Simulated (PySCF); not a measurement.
Job for PySCF: R-M06-2X/def2-TZVPP on B3H3O6 (SMILES OB1OB(O)OB(O)O1).

```python
from pyscf import gto, dft

mol = gto.M(
    atom='''
    O    -1.05168134    2.52582862    0.17020093
    B    -0.58322789    1.25663194    0.10360913
    O    -1.41664159    0.21854457    0.43653046
    B    -0.96707111   -1.08004242    0.37837933
    O    -1.81228954   -2.08325317    0.71319168
    O     0.33321700   -1.34351644   -0.01837969
    B     1.17572183   -0.31020071   -0.35423570
    O     2.44283368   -0.59774058   -0.73904654
    O     0.72087563    0.99607126   -0.29465837
    H    -0.39402416    3.18130019   -0.08174265
    H    -1.40325137   -2.95142249    0.63993116
    H     2.95553885    0.18769923   -0.95367972
    ''',
    basis='def2-tzvpp',
    charge=0, spin=0, verbose=4, max_memory=1800)
mf = dft.RKS(mol, xc='m062x').density_fit(auxbasis='def2-universal-jkfit')
mf.grids.level = 4
mf.conv_tol = 1e-9
mf.max_cycle = 150
mf.kernel()
mf.dip_moment()
```

Program output:

```
PySCF version 2.14.0

[INPUT] verbose = 4
[INPUT] num. atoms = 12
[INPUT] num. electrons = 66
[INPUT] charge = 0
[INPUT] spin (= nelec alpha-beta = 2S) = 0
[INPUT] symmetry False subgroup None
[INPUT] Mole.unit = angstrom
[INPUT] Symbol           X                Y                Z      unit          X                Y                Z       unit  Magmom
[INPUT]  1 O     -1.051681340000   2.525828620000   0.170200930000 AA   -1.987389702916   4.773124329388   0.321633143846 Bohr   0.0
[INPUT]  2 B     -0.583227890000   1.256631940000   0.103609130000 AA   -1.102140980308   2.374690205981   0.195792879704 Bohr   0.0
[INPUT]  3 O     -1.416641590000   0.218544570000   0.436530460000 AA   -2.677064621768   0.412989383311   0.824923014430 Bohr   0.0
[INPUT]  4 B     -0.967071110000  -1.080042420000   0.378379330000 AA   -1.827499540879  -2.040984376712   0.715033304896 Bohr   0.0
[INPUT]  5 O     -1.812289540000  -2.083253170000   0.713191680000 AA   -3.424730889014  -3.936777939432   1.347736949518 Bohr   0.0
[INPUT]  6 O      0.333217000000  -1.343516440000  -0.018379690000 AA    0.629688870049  -2.538878115451  -0.034732580354 Bohr   0.0
[INPUT]  7 B      1.175721830000  -0.310200710000  -0.354235700000 AA    2.221792257372  -0.586194385546  -0.669408456544 Bohr   0.0
[INPUT]  8 O      2.442833680000  -0.597740580000  -0.739046540000 AA    4.616286623063  -1.129565989739  -1.396595553907 Bohr   0.0
[INPUT]  9 O      0.720875630000   0.996071260000  -0.294658370000 AA    1.362257510573   1.882301881950  -0.556823619611 Bohr   0.0
[INPUT] 10 H     -0.394024160000   3.181300190000  -0.081742650000 AA   -0.744597748862   6.011786079127  -0.154471221196 Bohr   0.0
[INPUT] 11 H     -1.403251370000  -2.951422490000   0.639931160000 AA   -2.651760773221  -5.577380183982   1.209294630975 Bohr   0.0
[INPUT] 12 H      2.955538850000   0.187699230000  -0.953679720000 AA    5.585158977012   0.354700138492  -1.802193481352 Bohr   0.0

nuclear repulsion = 426.365414323627
number of shells = 117
number of NR pGTOs = 462
number of NR cGTOs = 321
basis = def2-tzvpp
ecp = {}


******** <class 'pyscf.df.df_jk.DFRKS'> ********
method = DFRKS
initial guess = minao
damping factor = 0
level_shift factor = 0
DIIS = <class 'pyscf.scf.diis.CDIIS'>
diis_start_cycle = 1
diis_space = 8
diis_damp = 0
SCF conv_tol = 1e-09
SCF conv_tol_grad = None
SCF max_cycles = 150
direct_scf = False
XC library pyscf.dft.libxc version 7.1.2
    S. Lehtola, C. Steigemann, M. J. T. Oliveira, and M. A. L. Marques,  SoftwareX 7, 1–5 (2018)
XC functionals = m062x
    Y. Zhao and D. G. Truhlar,  Theor. Chem. Acc. 120, 215 (2008)
    Y. Zhao and D. G. Truhlar,  Theor. Chem. Acc. 120, 215 (2008)
radial grids:
    Treutler-Ahlrichs [JCP 102, 346 (1995); DOI:10.1063/1.469408] (M4) radial grids

becke partition: Becke, JCP 88, 2547 (1988); DOI:10.1063/1.454033
pruning grids: <function nwchem_prune>
grids dens level: 4
symmetrized grids: False
atomic radii adjust function: <function treutler_atomic_radii_adjust>
small_rho_cutoff = 0
Set gradient conv threshold to 3.16228e-05
Initial guess from minao.
tot grids = 301000
******** <class 'pyscf.df.df.DF'> ********
auxbasis = def2-universal-jkfit
init E= -529.994397325213
  HOMO = -0.471575371643268  LUMO = -0.0275946662542594  gap/eV = 12.08133
cycle= 1 E= -527.978999049796  delta_E= 2.02  |g|= 1.24  |ddm|= 3.03
  HOMO = -0.319092245242522  LUMO = 0.0259757382272561  gap/eV = 9.38978
cycle= 2 E= -527.957733911251  delta_E= 0.0213  |g|= 1.37  |ddm|= 1.55
  HOMO = -0.419684631703475  LUMO = 0.0217447343847113  gap/eV = 12.01190
cycle= 3 E= -528.251546057341  delta_E= -0.294  |g|= 0.0721  |ddm|= 0.791
  HOMO = -0.417081614183577  LUMO = 0.0213708663322905  gap/eV = 11.93090
cycle= 4 E= -528.252150080789  delta_E= -0.000604  |g|= 0.0518  |ddm|= 0.0674
  HOMO = -0.418772003909231  LUMO = 0.0216858786801204  gap/eV = 11.98547
cycle= 5 E= -528.252575088416  delta_E= -0.000425  |g|= 0.00928  |ddm|= 0.0293
  HOMO = -0.418529788432248  LUMO = 0.0214766256506174  gap/eV = 11.97318
cycle= 6 E= -528.252591388851  delta_E= -1.63e-05  |g|= 0.00153  |ddm|= 0.00898
  HOMO = -0.418559871315391  LUMO = 0.0214757739273956  gap/eV = 11.97398
cycle= 7 E= -528.252591789137  delta_E= -4e-07  |g|= 0.00102  |ddm|= 0.00207
  HOMO = -0.418544991160159  LUMO = 0.0214822111182009  gap/eV = 11.97375
cycle= 8 E= -528.252591960789  delta_E= -1.72e-07  |g|= 0.000196  |ddm|= 0.000603
  HOMO = -0.418531666608692  LUMO = 0.0214856696413968  gap/eV = 11.97348
cycle= 9 E= -528.252591969099  delta_E= -8.31e-09  |g|= 3.88e-05  |ddm|= 0.000184
  HOMO = -0.4185334279497  LUMO = 0.0214837583762559  gap/eV = 11.97348
cycle= 10 E= -528.252591969479  delta_E= -3.81e-10  |g|= 1.49e-05  |ddm|= 5.69e-05
  HOMO = -0.418533182918196  LUMO = 0.0214845085943836  gap/eV = 11.97349
Extra cycle  E= -528.252591969482  delta_E= -2.27e-12  |g|= 1.62e-05  |ddm|= 2.13e-05
converged SCF energy = -528.252591969482
Dipole moment(X, Y, Z, Debye):  2.54594,  0.92390, -0.87035
```

The run converged.

Cost: about 80 core-seconds (a rough figure).
